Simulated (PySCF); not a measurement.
Ti(I)2(NH2)2 (H4I2N2Ti), SMILES [NH2][Ti]([NH2])([I])[I], multiplicity 1. Geometry optimised at B3LYP-D3(BJ)/def2-SVP. The spin state was assumed, not searched. The def2 effective core potentials stand for the cores of I; spin–orbit coupling is left out. The values are those of a single conformer.

Question: Give the equilibrium geometry at B3LYP-D3(BJ)/def2-SVP (PySCF confirms it by a frequency run) as bond lengths and angles, and its point group. (An estimate is asked for; the answer gives what the named calculation found.)

Answer: This is not unique; one that fits is point group Cs.
Atoms: Ti1 I2 I3 N4 H5 H6 N7 H8 H9. Bonds (Å): Ti1–I2 2.603, Ti1–I3 2.603, Ti1–N4 1.842, Ti1–N7 1.847, N4–H5 1.020, N4–H6 1.020, N7–H8 1.021, N7–H9 1.018. Angles (°): I2–Ti1–I3 112.9, I2–Ti1–N4 110.0, I2–Ti1–N7 108.9, I3–Ti1–N4 110.0, I3–Ti1–N7 108.9, N4–Ti1–N7 106.0, Ti1–N4–H5 124.1, Ti1–N4–H6 124.1, H5–N4–H6 111.2, Ti1–N7–H8 121.6, Ti1–N7–H9 127.6, H8–N7–H9 110.9.
Charge 0, spin multiplicity 1.
